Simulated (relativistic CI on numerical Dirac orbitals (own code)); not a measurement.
## One change at a time: Zn+

Base calculation: Dirac-Coulomb-Breit CI, separate exchange-only KLI orbitals for each configuration, QED by a radiative potential, valence Slater integrals scaled by 0.85, P86 correlation energy added to each configuration.

Configuration list (outside the closed core [Ar]): 3d10 4s, 3d10 4p, 3d9 4s2, 3d10 5s, 3d10 4d, 3d10 5p, 3d10 4f, 3d9 4s 4p, 3d10 6s, 3d10 5d, 3d10 6p, 3d10 7s, 3d10 5g, 3d10 5f, 3d10 6d, 3d10 7p, 3d10 8s, 3d10 8p, 3d9 4s 5p, 3d9 4s 5s. Double excitations out of closed p, d and f shells are left out; levels of such configurations are missing from the list, as are those of other unlisted configurations, and high levels can miss mixing partners.

Variants: (1) no correlation estimate; (2) Slater integrals left unscaled; (3) configuration mixing switched off. Shifts of the energy above 3d10 4s 2S_1/2, in cm⁻¹, for the lowest level and the first level of each name with at least 55 % of one term (blank where a level changes its place among those of its configuration and J or its character, or is not in the variant):

```
            Level     Base     Δ(1)     Δ(2)    Δ(3)  Measured
   3d10 4s 2S_1/2      0.0      0.0      0.0     0.0       0.0
  3d10 4p 2P°_1/2  45227.2  -1222.8   -223.7  +592.2   48481.1
  3d10 4p 2P°_3/2  45938.6  -1223.6   -225.1  +591.7   49355.0
   3d9 4s2 2D_5/2  58155.5  -3310.7    -20.7   -31.1   62722.5
   3d9 4s2 2D_3/2  60803.3  -3310.5     +2.6   -30.0   65411.7
   3d10 5s 2S_1/2  82689.8  -2204.4      0.0  -136.5   88437.1
   3d10 4d 2D_3/2  89942.8  -2163.7     +6.6  -104.7   96909.9
   3d10 4d 2D_5/2  89982.6  -2163.6     +6.0  -103.1   96960.6
3d9 4s 4p 4P°_5/2  91280.0  -4323.8  -1981.6  +116.4          
3d9 4s 4p 4P°_3/2  92828.5  -4322.0  -1916.9  +119.8          
3d9 4s 4p 4F°_9/2  93840.7  -4320.5  -1593.6   +37.8          
3d9 4s 4p 4P°_1/2  93986.2  -4320.1  -1904.4  +129.3          
3d9 4s 4p 4F°_7/2  94004.5  -4320.0  -1569.5   +27.3          
3d9 4s 4p 4F°_5/2  94472.4  -4319.7  -1556.4   +22.3
```

For a near-neutral ion this model can misplace configurations by up to about 10,000 cm⁻¹ (more where the count of f electrons changes) and terms by 10 to 25 % of their spread. Rates follow the energies as ν³ (E1, M1) or ν⁵ (E2), so they and the lifetimes can be off by large factors. The fine structure of a lone outer electron comes out too small, for d and f at times inverted, and misplaced configurations move strength between like terms. 11 of the 11 excited levels that our extract of the measured tables holds in this range could be paired (the sources list more); they are missed by 5238 cm⁻¹ on average and 6978 at most, and levels without a partner can miss by more.

Measured levels: NIST Handbook of Basic Atomic Spectroscopic Data (Sansonetti and Martin, J. Phys. Chem. Ref. Data 34, 1559 (2005)).

Ionisation energy from the two ground configurations alone: base 17.32 eV; no correlation estimate 16.66 eV. The NIST ASD value (measured) is 17.9644 eV. The gap of more than 2 % comes from missing correlation.

LS names give the leading component of a level, which can be under half, so a name can repeat, a term be missing and a line seem to break the LS rules.
